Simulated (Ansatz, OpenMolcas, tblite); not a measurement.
**GaBr (SMILES [Ga][Br]): methods side by side**

The species is GaBr (2 atoms), meant as a singlet with charge 0. As SMILES, `[Ga][Br]`. Geometry: relaxed at PBE0-D4/def2-TZVP.

```
atom   x (Å)   y (Å)   z (Å)
  Ga  0.0000  0.0000  0.0138
  Br  0.0000  0.0000  2.3881
```

Each level gives the energy change with the Ga1–Br2 bond stretched from 2.374 to 2.730 Å (eV). The values are calculated.

```json
{"level": "GFN2-xTB", "kind": "semi-empirical", "program": "tblite", "value (eV)": "0.31", "less CCSD(T)/aug-cc-pVTZ": "-0.13"}
{"level": "HF/aug-cc-pVTZ (restricted)", "kind": "Hartree–Fock", "program": "OpenMolcas", "value (eV)": "0.31", "less CCSD(T)/aug-cc-pVTZ": "-0.13"}
{"level": "SVWN5/aug-cc-pVTZ (restricted)", "kind": "LDA", "program": "Ansatz", "value (eV)": "0.46", "less CCSD(T)/aug-cc-pVTZ": "+0.02"}
{"level": "PBE/aug-cc-pVTZ (restricted)", "kind": "GGA", "program": "OpenMolcas", "value (eV)": "0.33", "less CCSD(T)/aug-cc-pVTZ": "-0.11"}
{"level": "TPSS/aug-cc-pVTZ (restricted)", "kind": "meta-GGA", "program": "OpenMolcas", "value (eV)": "0.35", "less CCSD(T)/aug-cc-pVTZ": "-0.09"}
{"level": "B3LYP/aug-cc-pVTZ (restricted)", "kind": "global hybrid", "program": "Ansatz", "value (eV)": "0.31", "less CCSD(T)/aug-cc-pVTZ": "-0.13"}
{"level": "wB97M-V/aug-cc-pVTZ (restricted)", "kind": "range-separated hybrid", "program": "Ansatz", "value (eV)": "0.39", "less CCSD(T)/aug-cc-pVTZ": "-0.05"}
{"level": "MP2/aug-cc-pVTZ (restricted)", "kind": "perturbation theory", "program": "Ansatz", "value (eV)": "0.47", "less CCSD(T)/aug-cc-pVTZ": "+0.03"}
{"level": "CCSD(T)/aug-cc-pVTZ (restricted)", "kind": "coupled cluster or CI", "program": "Ansatz", "value (eV)": "0.44", "less CCSD(T)/aug-cc-pVTZ": "0.00"}
```

CCSD(T)/aug-cc-pVTZ (restricted) is the highest level here, not the true value. All-electron rows without a relativistic Hamiltonian named are non-relativistic. The first shape isn't each level's own minimum. The values span 0.31 to 0.47 eV. In the correlated wave-function rows the outer d shell of Br, Ga is correlated, in sets not made for it.
